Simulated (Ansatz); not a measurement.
`OB(O)[SiH2]F` from Hartree–Fock to CCSD(T)

Z-matrix (Å, degrees):
```
Si
F 1 1.605
B 1 2.036 2 111.2
H 1 1.488 2 107.7 3 -123.0
H 1 1.492 2 107.4 3 121.4
O 3 1.354 1 118.4 2 -40.2
O 3 1.366 1 123.3 2 141.2
H 6 0.964 3 112.7 1 -179.7
H 7 0.959 3 114.7 1 -4.0
```

The species carries charge 0 and has multiplicity 1. Geometry: relaxed with PBE0-D4/def2-TZVP. It is one conformer, not always the lowest. Frozen core, restricted reference, Ansatz 0.2.0. CBS rows extrapolate triple and quadruple zeta; past MP2 they add the triple-zeta difference.

```
     basis     HF (Eh)  MP2 corr.  CCSD corr.       (T)  CCSD(T) total
  def2-SVP  -564.95977   -0.73318    -0.76736  -0.01645     -565.74358
def2-TZVPP  -565.41386   -0.94406    -0.96977  -0.03271     -566.41634
def2-QZVPP  -565.43640   -1.02391           –         –              –
 CBS(def2)  -565.43950   -1.08306    -1.10878     as TZ     -566.58099
```
